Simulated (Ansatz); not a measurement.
`CCCCCC=O`, charge 0, multiplicity 1.

Q: Give a relaxed structure at PBE0-D4/def2-TZVP (Ansatz 0.2.0). (Best estimate.)

A: Ansatz gave: 
```xyz
19

C     1.104    2.272    1.301
C     0.346    0.960    1.391
C    -0.008    0.385    0.030
C    -0.772   -0.926    0.115
C    -1.133   -1.496   -1.253
C     0.083   -1.918   -2.022
O     0.332   -1.609   -3.154
H     2.043    2.148    0.753
H     0.517    3.031    0.778
H     1.347    2.664    2.291
H     0.943    0.227    1.947
H    -0.573    1.103    1.972
H     0.910    0.243   -0.553
H    -0.605    1.115   -0.531
H    -0.176   -1.663    0.669
H    -1.688   -0.782    0.695
H    -1.703   -0.785   -1.856
H    -1.748   -2.396   -1.122
H     0.782   -2.573   -1.451
```
This is one stationary point; other conformers may exist.
